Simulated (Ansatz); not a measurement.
Basis-set series for C₄H₁₃InN₂S (`C[N](C)[In]([SH])[N](C)C`). Total charge 0; spin multiplicity 1. In: def2 effective core potential. The geometry is a stationary point of PBE0-D4/def2-TZVP. It is one conformer, not always the lowest.

```json
{"functional": "PBE0-D4", "basis": "def2-SVP", "functions": "193", "energy (Eh)": "-857.31527", "HOMO (eV)": "-5.68", "LUMO (eV)": "-0.66"}
{"functional": "PBE0-D4", "basis": "def2-QZVPP", "functions": "884", "energy (Eh)": "-857.79175", "HOMO (eV)": "-5.83", "LUMO (eV)": "-0.97"}
{"functional": "ωB97M-V", "basis": "def2-SVP", "functions": "193", "energy (Eh)": "-857.53621", "HOMO (eV)": "-7.94", "LUMO (eV)": "1.25"}
{"functional": "ωB97M-V", "basis": "def2-QZVPP", "functions": "884", "energy (Eh)": "-858.02646", "HOMO (eV)": "-8.10", "LUMO (eV)": "0.63"}
```

(1) Give the rows for def2-TZVPP. (Best estimate.)

Results:

(1) Ansatz gave: 
```tsv
functional	basis	functions	energy (Eh)	HOMO (eV)	LUMO (eV)
PBE0-D4	def2-TZVPP	460	-857.76191	-5.80	-0.88
ωB97M-V	def2-TZVPP	460	-857.99748	-8.07	0.87
```

Positive LUMOs are unbound and depend on the basis.
